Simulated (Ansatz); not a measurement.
`[NH2][V]([OH])([OH])=[S]`. The species carries charge 0 and has multiplicity 1. Geometry: relaxed with PBE0-D4/def2-TZVP. It is one conformer, not always the lowest.

```xyz
9

N    -0.990   -0.405   -1.057
V     0.275    0.036    0.169
O    -0.194   -0.592    1.747
O     0.366    1.789    0.311
S     1.986   -0.764   -0.491
H    -1.946   -0.099   -0.930
H    -0.865   -0.942   -1.898
H     0.261   -1.324    2.172
H     1.107    2.300   -0.023
```

**Question.** What is the dipole moment at PBE/def2-TZVPP? (An estimate is asked.)

**Answer.** The calculation gave: 1.09 D, with components (-0.78, -0.24, -0.73) D in this frame, pointing from negative to positive charge.

**Question.** And with r2SCAN, B3LYP, ωB97M-V? (Estimate.)

**Answer.** The calculation gave: r2SCAN 1.13 D, B3LYP 1.12 D, ωB97M-V 1.11 D.

**Question.** Give the Mulliken charges with PBE, B3LYP, r2SCAN in def2-TZVPP. (Estimate.)

**Answer.** Ansatz gave: 
```csv
atom,PBE,B3LYP,r2SCAN
N1,-0.43,-0.45,-0.49
V2,0.78,0.93,0.93
O3,-0.41,-0.45,-0.46
O4,-0.41,-0.45,-0.46
S5,-0.29,-0.30,-0.31
H6,0.16,0.15,0.16
H7,0.18,0.17,0.18
H8,0.21,0.21,0.22
H9,0.21,0.21,0.22
```

B3LYP here is the variant with VWN-RPA as its local correlation; programs differ in this.
